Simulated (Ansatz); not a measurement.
`[CH3][Zr]([OH])([I])[I]`, 9 atoms. Charge 0, multiplicity 1. Correlated methods include outer-core shells of I, Zr, which these sets cover unevenly. Zr, I: def2 effective core potential. Hardware: A = 2 threads of an AMD EPYC 7R13 on a shared host and a share of an NVIDIA H100 80 GB; B = 2 threads of an AMD EPYC 7R13 on a shared host. Correlated methods freeze the cores. Open-shell runs search over several starts.

How many basis functions does each run have, and how long does it take in Ansatz? RKS r2SCANh-D4/def2-TZVPP energy [A]; UKS r2SCAN-D4/def2-TZVPP energy of the cation [A]; RKS PBE-D4/def2-TZVPP energy and forces [A]; UKS ωB97M-V/def2-TZVPP energy of the cation [A]; RKS PBE0-D4/def2-QZVPP energy [A]; UKS B2PLYP (frozen core)/def2-TZVPP energy of the cation [A]; direct RPA on PBE orbitals/def2-TZVPP energy [A]; RKS r2SCAN-D4/def2-TZVPP energy and forces [A]; UKS PBE0-D4/def2-TZVPP energy of the cation [A]; RKS ωB97M-V/def2-SVP energy [B]; RKS PBE0-D4/def2-TZVP frequencies [A]; UHF-CCSD(T)/def2-TZVPP energy of the cation [A]. (Best estimate.)

Computed: Other jobs shared the machine, so times are rough.

| level | job | functions | wall time | peak host memory (GiB) |
| --- | --- | --- | --- | --- |
| RKS PBE-D4/def2-TZVPP | energy and forces [A] | 274 | 2.6 s | 0.86 |
| RKS r2SCANh-D4/def2-TZVPP | energy [A] | 274 | 2.6 s | 0.91 |
| RKS PBE0-D4/def2-QZVPP | energy [A] | 479 | 3.1 s | 1.1 |
| direct RPA on PBE orbitals/def2-TZVPP | energy [A] | 274 | 3.6 s | 1.4 |
| RKS r2SCAN-D4/def2-TZVPP | energy and forces [A] | 274 | 3.9 s | 0.9 |
| UKS PBE0-D4/def2-TZVPP | energy of the cation [A] | 274 | 8.5 s | 1 |
| UKS B2PLYP (frozen core)/def2-TZVPP | energy of the cation [A] | 274 | 9.5 s | 1.4 |
| UKS r2SCAN-D4/def2-TZVPP | energy of the cation [A] | 274 | 12 s | 1.1 |
| UKS ωB97M-V/def2-TZVPP | energy of the cation [A] | 274 | 14 s | 1.3 |
| RKS ωB97M-V/def2-SVP | energy [B] | 131 | 19 s | 0.65 |
| UHF-CCSD(T)/def2-TZVPP | energy of the cation [A] | 274 | 48 s | 1.4 |
| RKS PBE0-D4/def2-TZVP | frequencies [A] | 226 | 74 s | 0.94 |
